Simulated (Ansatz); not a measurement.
A nudged elastic band was laid between two geometries of Al2H6Si2 (10 atoms, charge 0, multiplicity 1).

Level of theory: RKS revPBE-D4/def2-SVP in Ansatz.

| Property | Result |
| --- | --- |
| movable images | 7 |
| climbing image | yes |
| spring | 5.0 eV/Å² |
| optimiser | quadratic models (default) |
| start path | through a guess of the saddle point |
| force threshold | 0.05 eV/Å |
| iteration limit | 60 |
| end points | relaxed |

First end point:

```xyz
10
Properties=species:S:1:pos:R:3
Si -1.437 1.272 -1.420
Al -0.150 -0.449 -0.191
Al 0.524 -2.396 1.228
Si 1.893 -0.459 1.213
H -1.981 0.690 -2.703
H -2.613 1.764 -0.610
H -0.585 2.466 -1.776
H 0.824 -3.966 1.330
H 0.627 0.529 1.254
H 2.981 0.497 1.678
```

Last end point:

```xyz
10
Properties=species:S:1:pos:R:3
Si -1.426 0.952 -1.540
Al -0.218 -0.428 0.106
Al 0.383 -2.504 1.430
Si 1.705 -0.465 1.787
H -2.276 0.097 -2.448
H -2.322 1.953 -0.856
H -0.449 1.718 -2.400
H 0.457 -1.873 -0.505
H 1.490 0.003 3.211
H 2.740 0.496 1.217
```

Problem. Which bonds break or form, and what moves?

Solution. Bonds formed: Al2–H8.

Problem. What energy profile does the band end with?

Solution. The forces met the threshold. The highest image is number 2 of 0 to 8, 74.9 kJ/mol above the first end and 74.1 kJ/mol above the last; the last end lies 0.8 kJ/mol above the first. The profile has 2 maxima (images 2, 7) with wells between them (image 5): this band takes more than one step, which may be the mechanism or a detour left from its start path. A vibrational analysis at the climbing image gives one clearly imaginary mode, 411i cm⁻¹: a first-order saddle point.

| image | path coordinate (Å) | energy (kJ/mol) | Al2–H8 (Å) |
| --- | --- | --- | --- |
| 0 | 0.00 | 0.0 | 3.95 |
| 1 | 1.41 | 7.5 | 3.79 |
| 2 | 2.81 | 74.9 | 2.81 |
| 3 | 4.61 | 8.7 | 1.70 |
| 4 | 6.41 | 9.1 | 1.68 |
| 5 | 8.21 | 1.1 | 1.70 |
| 6 | 10.01 | 12.0 | 1.71 |
| 7 | 11.81 | 12.4 | 1.69 |
| 8 | 13.61 | 0.8 | 1.71 |

Problem. What is the geometry of the highest image?

Solution. 
```xyz
10
Properties=species:S:1:pos:R:3:forces:R:3
Si -1.410 1.102 -1.283 0.00 0.00 0.00
Al -0.175 -0.602 0.026 0.00 0.00 0.00
Al 1.171 -2.531 1.383 0.00 0.00 0.00
Si 1.970 -0.296 1.145 0.00 0.00 0.00
H -2.430 0.458 -2.187 0.00 0.00 0.00
H -2.141 2.051 -0.363 0.00 0.00 0.00
H -0.460 1.902 -2.139 0.00 0.00 0.00
H 0.372 -3.351 0.231 0.00 0.00 0.00
H 0.827 0.814 0.756 0.00 0.00 0.00
H 2.357 0.402 2.433 0.00 0.00 0.00
```

The band took 28 iterations and about 12 core-minutes.

The run took 6.2 min on 2 threads of Arm Neoverse V2, on a shared host, peak memory 0.2 GiB.
